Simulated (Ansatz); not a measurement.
trans-CoF2(H2O)4 (CoO₄F₂H₈). The state is a quartet with charge 0. Geometry PBE-D4/def2-SVP; atoms count from 1.

```xyz
15

Co    0.002   -0.001    0.000
F    -1.116    1.450    0.794
F     1.119   -1.450   -0.798
O     0.066   -0.185    2.200
O    -0.070    0.186   -2.199
O     2.065    0.566    0.332
O    -2.062   -0.571   -0.331
H    -0.535   -0.878    2.532
H    -0.530    0.618    2.017
H     0.534   -0.612   -2.020
H     0.524    0.887   -2.529
H     2.165   -0.343   -0.086
H     2.094    0.385    1.295
H    -2.092   -0.390   -1.293
H    -2.162    0.338    0.086
```

(1) Estimate the Mulliken populations from the PBE0/def2-TZVP orbitals of Ansatz.

(2) Where does the spin sit?

(3) And the Mayer bond orders between heavy atoms (over 0.3)?

Results:

(1) 
```tsv
atom	charge (e)	spin (α − β)	d electrons
Co1	0.71	2.79	7.44
F2	-0.61	0.04	–
F3	-0.61	0.04	–
O4	-0.63	0.03	–
O5	-0.63	0.03	–
O6	-0.58	0.03	–
O7	-0.58	0.03	–
H8	0.35	0.00	–
H9	0.38	0.00	–
H10	0.38	0.00	–
H11	0.35	0.00	–
H12	0.37	0.00	–
H13	0.36	0.00	–
H14	0.36	0.00	–
H15	0.37	0.00	–
```
Mulliken values depend strongly on the basis.

(2) Summed by element: Co 2.79, F 0.09, O 0.12, H 0.00, of 3 unpaired in all. Largest on single atoms: Co1 2.79, F3 0.04, F2 0.04.

(3) Co1–F2 0.44 (2.00 Å); Co1–F3 0.44 (2.00 Å); Co1–O6 0.33 (2.17 Å); Co1–O7 0.33 (2.17 Å).
